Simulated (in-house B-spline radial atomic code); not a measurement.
Al4+: [He] 2s2 2p5

Method: non-relativistic Hartree-Fock, spin-polarised, averaged over the determinants with the given up and down occupations, point nucleus. Calculated with a B-spline radial code for spherical atoms.

Screening seen three ways: the hydrogenic charge with the same mean radius, Z_r = [3n² - l(l+1)]/(2<r>), the one with the same energy, Z_e = n√(-2ε), and Slater's rules. Values are occupation-weighted means over spin.

```
shell  electrons   ε (eV)  <r> (bohr)    Z_r    Z_e  Slater
   1s          2  -1670.7      0.1201  12.48  11.08   12.70
   2s          2   -199.3      0.6019   9.97   7.65    9.20
   2p          5  -157.47      0.5651   8.85   6.80    9.20
```

The least bound orbital is 2p down at -154.8 eV, while the most diffuse is 2s down (<r> = 0.6054 bohr against 0.5684 bohr): energy order and size order differ.
